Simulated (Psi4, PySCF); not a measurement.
HO3S, charge +1, singlet, geometry from GFN2-xTB, atoms displaced at random by about 0.08 Å a coordinate. Base run: B3LYP/cc-pVDZ, gradient (PySCF).

The PySCF input:
```python
from pyscf import gto, scf, dft

mol = gto.Mole()
mol.atom = '''
    O    -0.60833089    1.08226878   -0.54988743
    S    -0.15443898    0.10821854    0.18313900
    O    -0.74727037   -1.15769337    0.37775659
    O     1.45970166   -0.20448418    0.27073904
    H     2.15420118    0.53731255   -0.14934439
'''
mol.basis = 'cc-pvdz'
mol.charge = 1
mol.verbose = 3
mol.build()

mf = dft.RKS(mol)
mf.xc = 'b3lyp'
mf.kernel()
g = mf.nuc_grad_method()
grad = g.kernel()
```

Programs used: Psi4, PySCF; a row that names a program was run with it.

The coordinate followed is z of atom 2.

The base run was repeated with changes; each row names its change, and settings that it needs were set with it.

| change | dE/dx (Eh/bohr) | net force (Eh/bohr) |
|---|---|---|
| base | -0.106966 | 0.000065 |
| finite difference step (bohr) = 0.2; conv_tol = 1e-11 | -0.109581 | - |
| density fitting = on | -0.106975 | 0.000065 |
| grids.level = 0; grid_response = off | -0.105012 | 0.005188 |
| code = psi4 | -0.106973 | 0.000244 |
| grids.level = 5; grid_response = off | -0.106977 | 0.000017 |
| conv_tol = 1e-11 | -0.106967 | 0.000065 |
| finite difference step (bohr) = 1e-4; conv_tol = 1e-11 | -0.106975 | - |
| density fitting = on; auxbasis_response = off | -0.106966 | 0.000758 |
| conv_tol = 1e-6 | -0.106988 | 0.000065 |
| grid_response = on | -0.106974 | 0.000000 |
| finite difference step (bohr) = 0.05; conv_tol = 1e-11 | -0.107142 | - |

The net force is zero for an exact gradient.
